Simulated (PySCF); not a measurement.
Compound: GeI₂.
Cartesian coordinates in Å at the PBE0-D3(BJ)/def2-SVP level; atoms count from 1:
```xyz
3
GeI2 angstrom
Ge     0.007   -0.007   -1.074
I      1.986   -0.020    0.549
I     -1.993    0.027    0.525
```

The calculation used PBE0-D3(BJ)/def2-SVP geometry optimisation, gas phase, def2 core potentials past Kr (PySCF).

Take the most abundant isotopes and a rigid rotor. 

Task: Give the principal moments of inertia and the rotational constants in MHz.

Result: Ia = 148.52, Ib = 1004.87, Ic = 1153.39 u·Å²; 505379 MHz·u·Å²/I gives A = 3403, B = 502.9, C = 438.2 MHz.

Task: Classify the top.

Result: A near-prolate asymmetric top; Ray's κ = -0.956.

Task: List the rotational levels J(Ka,Kc) to J = 3 (K).

Result: Above 0(0,0), as E/k:
J = 1: 1(0,1) 0.045, 1(1,1) 0.184, 1(1,0) 0.187
J = 2: 2(0,2) 0.135, 2(1,2) 0.272, 2(1,1) 0.281, 2(2,1) 0.698, 2(2,0) 0.698
J = 3: 3(0,3) 0.271, 3(1,3) 0.402, 3(1,2) 0.421, 3(2,2) 0.834, 3(2,1) 0.834, 3(3,1) 1.538, 3(3,0) 1.538
Those of J = 1 are B + C, A + C and A + B.

Task: Which lines would a microwave search look for?

Result: The dipole components are |μa| = 0.00 D, |μb| = 1.47 D, |μc| = 0.00 D; the symmetry axis of this C2v structure is b, so μa and μc vanish by symmetry and there are no a-type or c-type lines. Some lines, for components of 0.1 D or more:

| type | branch | J(Ka,Kc) | MHz | lower level (cm⁻¹) |
| --- | --- | --- | --- | --- |
| b | Q | 1(1,0) ← 1(0,1) | 2965 | 0.031 |
| b | Q | 2(1,1) ← 2(0,2) | 3030 | 0.094 |
| b | R | 1(1,1) ← 0(0,0) | 3841 | 0.000 |
| b | R | 2(1,2) ← 1(0,1) | 4717 | 0.031 |
| b | Q | 2(2,0) ← 2(1,1) | 8701 | 0.195 |
| b | Q | 2(2,1) ← 2(1,2) | 8894 | 0.189 |
| b | R | 2(2,1) ← 1(1,0) | 10647 | 0.130 |
| b | R | 2(2,0) ← 1(1,1) | 10712 | 0.128 |

Task: Estimate the classical rotational partition function at 10 K, 200 K and 298.15 K.

Result: Point group C2v, symmetry number σ = 2; q = (√π/σ)·√((kT/h)³/(ABC)), k/h = 20836.6 MHz/K: 3080 at 10 K, 275000 at 200 K, 501000 at 298.15 K.

Atoms past krypton carry def2 core potentials. Whether it is a minimum is left open (no frequencies). These are rigid-rotor constants of the computed structure; measured ground-state constants (B0) also hold zero-point vibration. Quadrupole hyperfine structure (127I) is left out.
